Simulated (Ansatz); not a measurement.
`[GeH3][SiH2][GeH2][SiH2][GeH2][GeH3]` at its PBE0-D4/def2-TZVP geometry, where that method's forces vanish. Charge 0, multiplicity 1.

```xyz
20

Ge   -2.6158    0.8327    0.0290
Si   -1.0247    1.5973    1.6258
Ge    0.6506   -0.0322    2.0956
Si    2.3961    0.0539    0.4801
Ge    1.4615   -0.0389   -1.7045
Ge    0.0505   -2.0000   -1.9089
H    -3.2252   -0.5030    0.4862
H    -3.7506    1.8603   -0.1268
H    -1.9678    0.6214   -1.3493
H    -1.7528    1.9386    2.8797
H    -0.3735    2.8386    1.1225
H     1.2289    0.2106    3.5037
H     0.0117   -1.4342    2.0912
H     3.3270   -1.0932    0.6700
H     3.1631    1.3173    0.6629
H     0.6200    1.2282   -1.9471
H     2.5642   -0.0841   -2.7793
H     0.9267   -3.2638   -1.9456
H    -0.8904   -2.1022   -0.6967
H    -0.7995   -1.9471   -3.1885
```

**Question.** What forces (eV/Å) does PBE-D4/def2-TZVPP give on these atoms in Ansatz? (Estimate.)

**Answer.** The calculation gave: 
```
Ge1  0.048  0.027  0.043
Si2  0.000 -0.073 -0.033
Ge3  0.001  0.050 -0.056
Si4 -0.063 -0.004 -0.017
Ge5  0.008 -0.029  0.054
Ge6  0.020  0.032  0.000
H7  -0.060 -0.127  0.039
H8  -0.115  0.095 -0.019
H9   0.058 -0.021 -0.130
H10 -0.073  0.041  0.126
H11  0.064  0.128 -0.046
H12  0.059  0.018  0.149
H13 -0.061 -0.136  0.004
H14  0.100 -0.112  0.018
H15  0.083  0.125  0.023
H16 -0.080  0.124 -0.027
H17  0.109  0.000 -0.112
H18  0.080 -0.123 -0.005
H19 -0.090 -0.014  0.112
H20 -0.087 -0.002 -0.122
```
